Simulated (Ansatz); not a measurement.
`N[Si]1(Cl)CO1`. Charge 0, multiplicity 1.

Cartesian coordinates in Å:
```
N -0.2032 -1.6165 -0.3533
Si 0.3197 -0.1509 0.2756
Cl 2.1546 -0.4745 1.0910
C -0.1920 1.5093 -0.1604
O -0.7488 0.8002 1.0602
H -1.1387 -1.7624 -0.6909
H 0.3967 -2.4168 -0.4423
H -0.9714 1.7196 -0.8903
H 0.3833 2.3921 0.1103
```

Problem. Give the diagnostics of a CCSD(T)/def2-TZVPP run (frozen core, Ansatz 0.2.0). (An estimate is asked.)

Solution. Ansatz gave: T1 = 0.0115, largest single amplitude 0.014, largest double 0.016, (T) share of the correlation energy 4.0 %, 9 CCSD cycles. The RHF solution is stable towards an unrestricted one. T1 lies under the customary mark of 0.02 for closed shells.
